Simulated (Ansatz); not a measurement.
`[SiH3][SbH][Cl]`, 7 atoms. Charge 0, multiplicity 1. Correlated methods include outer-core shells of Sb, which these sets cover unevenly. Sb takes the def2 core potential. All runs use 4 threads of an AMD EPYC 9R45 on a shared host. Correlated methods freeze the cores. Open-shell runs search over several starts.

Problem. How many basis functions does each run have, and how long does it take in Ansatz? RHF-CCSD(T)/def2-SVP energy; RKS PBE0-D4/def2-TZVP frequencies; RKS CAM-B3LYP-D4/def2-TZVPP energy; RKS PBE0-D4/def2-QZVPP energy; UKS ωB97M-V/def2-TZVPP energy of the cation; UKS ωB97X-V/def2-TZVPP energy of the cation; UKS B2PLYP (frozen core)/def2-TZVPP energy of the cation; RKS ωB97M-V/def2-QZVPP energy; UKS B3LYP-D4/def2-TZVPP energy of the cation; RKS ωB97M-V/def2-SVP energy; UKS PBE-D4/def2-TZVPP energy of the cation; UHF-MP2/def2-QZVPP energy of the cation. (Best estimate.)

Solution. Ansatz gave: Other jobs shared the machine, so times are rough.

```
                              level                   job  functions  wall time  peak host memory (GiB)
               RHF-CCSD(T)/def2-SVP                energy         82      1.1 s                    0.38
        RKS CAM-B3LYP-D4/def2-TZVPP                energy        190      1.1 s                     0.5
              UKS PBE-D4/def2-TZVPP  energy of the cation        190      1.6 s                    0.38
               RKS ωB97M-V/def2-SVP                energy         82      1.6 s                    0.38
            UKS B3LYP-D4/def2-TZVPP  energy of the cation        190        2 s                    0.61
             RKS PBE0-D4/def2-QZVPP                energy        342      2.2 s                     1.1
UKS B2PLYP (frozen core)/def2-TZVPP  energy of the cation        190        3 s                    0.57
             RKS ωB97M-V/def2-QZVPP                energy        342      4.8 s                     1.3
             UKS ωB97X-V/def2-TZVPP  energy of the cation        190        5 s                    0.81
             UKS ωB97M-V/def2-TZVPP  energy of the cation        190        6 s                    0.86
                 UHF-MP2/def2-QZVPP  energy of the cation        342       11 s                     1.5
              RKS PBE0-D4/def2-TZVP           frequencies        148       32 s                    0.38
```

B3LYP here is the variant with VWN-RPA as its local correlation; programs differ in this.
